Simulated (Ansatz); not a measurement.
Molecular dynamics of Cl2H3NOSi

Input file:

```yaml
crystal:
  periodic: [false, false, false]
  atoms:
    - { symbol: Si, position_ang: [-0.055666, 0.082392, 0.140626] }
    - { symbol: "N", position_ang: [-0.057324, -0.025151, 1.861912] }
    - { symbol: H, position_ang: [-0.870351, -0.275909, 2.408873] }
    - { symbol: H, position_ang: [0.713422, 0.481029, 2.3054] }
    - { symbol: Cl, position_ang: [1.832149, 0.243065, -0.794635] }
    - { symbol: O, position_ang: [-0.960097, 1.24511, -0.611438] }
    - { symbol: H, position_ang: [-0.93977, 1.208033, -1.632403] }
    - { symbol: Cl, position_ang: [-0.943243, -1.702751, -0.520853] }
basis:
  gaussian: { orbitals: STO-3G }
hamiltonian:
  xc: cam_b3lyp
  dispersion: d4
md:
  timestep: 1.0
  n_steps: 250
  ensemble: nvt_nose_hoover
  temperature: 300.0
  initial_velocities: maxwell_boltzmann
  seed: 86361
  nose_hoover: { tau: 300.0, chain_length: 5 }
  temperature_schedule:
    - { n_steps: 62, end_temperature: 300.0 }
    - { n_steps: 188, end_temperature: 75.0 }
```

Command:

```bash
$ ansatz run input.yaml --threads 1 --pin off --max-ram 2048MiB --backend cpu --events-out ev --progress --plain --runs-dir out
```

It goes on from the last frame of an earlier run, with new velocities.

Output, in part (step lines, the closing report, with atoms numbered from 0):

```
md step     0: t =     0.00 fs  T =   300.0 K (target 300.0 K)  F+E_penalty+E_count = -36096.92306919 eV  E_kin = 0.232668 eV  conserved = -36096.69040119 eV  (20 SCF iters)
[... lines left out ...]
Total energy: -36097.02108163 eV, -1326.5410573102 hartree
Atom 0 at    -0.022710     0.061588     0.133080 Å, force    -2.056961     0.194300    -1.502147 eV/Å
Atom 1 at     0.037929     0.015886     1.815815 Å, force     0.959978     1.094184     1.210593 eV/Å
Atom 2 at     0.772167     0.605039     2.336773 Å, force    -1.557512    -1.289430    -0.767550 eV/Å
Atom 3 at    -0.692824    -0.431194     2.427187 Å, force     0.860435     0.516317    -0.690928 eV/Å
Atom 4 at     1.869659     0.238858    -0.742483 Å, force     0.278102    -0.088315     0.169235 eV/Å
Atom 5 at    -1.015526     1.266753    -0.605292 Å, force     0.794325    -0.385926     1.638123 eV/Å
Atom 6 at    -0.937508     1.136390    -1.600867 Å, force     0.180857    -0.241665    -0.403221 eV/Å
Atom 7 at    -1.026265    -1.705119    -0.553896 Å, force     0.540775     0.200536     0.345895 eV/Å
Dipole moment:    -0.088039     0.395385     0.507540 e Å
```

The steps, from the saved trajectory:

```csv
time (fs),T (K),potential energy less start (eV),conserved less start (meV/atom)
0,300,0.000,0.00
8,402,-0.080,-0.10
16,469,-0.129,0.17
24,471,-0.129,0.50
32,518,-0.165,0.70
40,405,-0.079,0.66
48,405,-0.083,0.27
56,330,-0.027,0.05
64,373,-0.061,0.23
72,420,-0.095,0.63
80,494,-0.153,0.77
88,424,-0.104,0.52
96,519,-0.185,-0.05
104,454,-0.139,-0.21
112,374,-0.078,0.10
120,358,-0.064,0.53
128,284,-0.009,0.72
136,412,-0.114,0.38
144,335,-0.060,0.16
152,425,-0.136,-0.06
160,412,-0.131,0.17
168,438,-0.153,0.55
176,396,-0.128,0.62
184,338,-0.089,0.49
192,350,-0.110,0.04
200,340,-0.110,-0.18
208,464,-0.215,-0.09
216,402,-0.174,0.31
224,396,-0.181,0.49
232,374,-0.177,0.37
240,328,-0.155,0.06
248,265,-0.118,-0.26
```

The run went to its last step. The conserved energy stayed within 1.1 meV per atom of its start (net change 0.41 meV per atom), so the integration is sound. The schedule's set-point averaged 150 K over the second half and the system 375 K, so it lags behind the ramp. A run of 0.25 ps of so small a system gives no equilibrium averages. Limits of this set-up: minimal basis.

The same pairs are bonded in the first frame and the last. Pairs count as bonded within 1.25 times the sum of covalent radii (0.12 Å more for H–H).

Last frame:

```xyz
8
Properties=species:S:1:pos:R:3
Si -0.023 0.062 0.133
N 0.038 0.016 1.816
H 0.772 0.605 2.337
H -0.693 -0.431 2.427
Cl 1.870 0.239 -0.743
O -1.016 1.267 -0.605
H -0.938 1.136 -1.601
Cl -1.026 -1.705 -0.554
```

Time of the run: 8.4 min on 1 thread of Arm Neoverse V2 (shared host), peak memory 0.12 GiB.
